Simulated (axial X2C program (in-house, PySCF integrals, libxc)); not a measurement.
# How long does ZrSn take?

A bond scan computed with an in-house relativistic program for diatomic molecules. Basis: Sn dyall-cv3z [11s12p9d4f1g], Zr dyall-cv3z [11s12p9d6f3g] (cores contracted in-house).

The run was started with this input:
```json
{"zs": [50, 40], "q": 0, "bas": ["dyall-cv3z", "dyall-cv3z"], "levels": ["PBE0", "HF", "BHandHLYP"], "cc": true, "r0": 2.94, "thr": -1.0, "nmax": 90, "npts": 10, "nst": 2, "ntry": 6}
```
```bash
python so2c.py task.json out
```

Keys: zs atomic numbers; q charge; bas basis sets; levels methods; cc coupled cluster on or off; r0 starting distance in Å; thr threshold in hartree for freezing inner shells (an s shell follows its p shell); nmax most natural virtual spinors; npts points on the curve; nst determinants followed; ntry starts of the search. HF also brings MP2.

Hardware: 1 thread of AMD EPYC 9R45 (Zen 5), on a shared host.

Wall time of one point of each curve, integrals apart:

```tsv
Hamiltonian	level	points	seconds a point
spin-free	PBE0	6	1.1
spin-free	HF	6	0.92
spin-free	CCSD(T) (8 electrons, 90 virtuals)	6	3.5
spin-free	BHandHLYP	6	1.2
2c	PBE0	6	1.6
2c	HF	6	2.3
2c	CCSD(T) (8 electrons, 90 virtuals)	6	4.7
2c	BHandHLYP	6	2
```

The rest:

Search with its distance optimisation 80 s, atoms 16 s, whole task 210 s. Coupled cluster runs on the points near the minimum only. The program drops outer points, and coupled cluster, when its time limit (not in the input) nears; MP2, further determinants and curves that did not converge are not in the table.
